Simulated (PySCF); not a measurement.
**Partial charges of `C1=C[SiH2]C=C[SiH2]1`**

C4H8Si2.
Atom-mapped SMILES: `[CH:1]1=[CH:2][SiH2:3][CH:4]=[CH:5][SiH2:6]1` (hydrogens: H7 on C1; H8 on C2; H9, H10 on Si3; H11 on C4; H12 on C5; H13, H14 on Si6)

Structure used (GFN2-xTB), in Å, numbered top down from 1:
```
atom  x, y, z in Å
C1    -0.0956    1.6539    0.2491
C2     1.1495    1.1842    0.2888
Si3    1.6342   -0.6169    0.0516
C4     0.0958   -1.6537   -0.2549
C5    -1.1494   -1.1838   -0.2937
Si6   -1.6349    0.6167   -0.0527
H7    -0.2582    2.7178    0.4001
H8     1.9657    1.8784    0.4715
H9     2.5449   -0.7341   -1.0997
H10    2.3227   -1.1047    1.2587
H11    0.2587   -2.7173   -0.4092
H12   -1.9653   -1.8777   -0.4786
H13   -2.3289    1.1046   -1.2568
H14   -2.5399    0.7323    1.1036
```

Density: PBE0/pcSseg-1 (PySCF); schemes: Mulliken, IAO, Hirshfeld and ESP-fitted. Geometry: GFN2-xTB; no solvent, vibrations or thermal averaging.

Problem. Atoms with like bonding are taken together and averaged. Do the Mulliken, IAO, Hirshfeld and ESP-fitted schemes agree on where the charge is lowest?

Solution. All schemes agree: Mulliken C1/C2/C4/C5 (-0.403); IAO C1/C2/C4/C5 (-0.401); Hirshfeld C1/C2/C4/C5 (-0.129); ESP-fitted C1/C2/C4/C5 (-0.277).

Problem. For which atoms does the sign change between the 4 schemes (beyond +0.03 e in one, beyond −0.03 e in another)?

Solution. For none.

Problem. At which atom do the 4 schemes differ most?

Solution. At Si3/Si6: from +0.330 (Hirshfeld) to +0.749 e (IAO), 0.419 e apart.

Problem. Give the atomic charges in each scheme.

Solution. In e; atoms taken as equivalent share a row and are averaged (×n: the atom named and its like, n in all):

| atom | environment | Mulliken | IAO | Hirshfeld | ESP-fitted |
| --- | --- | --- | --- | --- | --- |
| C1/C2/C4/C5 | alkene CH carbon | -0.403 | -0.401 | -0.129 | -0.277 |
| Si3/Si6 | SiH2 silicon | +0.729 | +0.749 | +0.330 | +0.506 |
| H7/H8/H11/H12 | vinylic hydrogen | +0.126 | +0.150 | +0.043 | +0.144 |
| H9/H10/H13/H14 | Si–H hydrogen | -0.087 | -0.124 | -0.079 | -0.120 |

Mean size of the charges over all atoms: IAO 0.300 e, Mulliken 0.280 e, ESP-fitted 0.227 e, Hirshfeld 0.119 e. Each set sums to the total charge, 0, to within 0.001 e. The Hirshfeld scheme divides the density at each point in proportion to the densities of the neutral, spherically averaged free atoms. The Mulliken scheme counts on each atom the diagonal of the density matrix times the overlap matrix over that atom's basis functions.

Problem. Sum the charges by element.

Solution. 
```tsv
element	atoms	Mulliken	IAO	Hirshfeld	ESP-fitted
C	4	-1.613	-1.603	-0.516	-1.110
Si	2	+1.457	+1.497	+0.660	+1.012
H	8	+0.156	+0.106	-0.144	+0.098
```

Problem. How many electrons does the Hirshfeld scheme count on C5?

Solution. Its own charge is -0.129 e, so Z − q = 6.129.
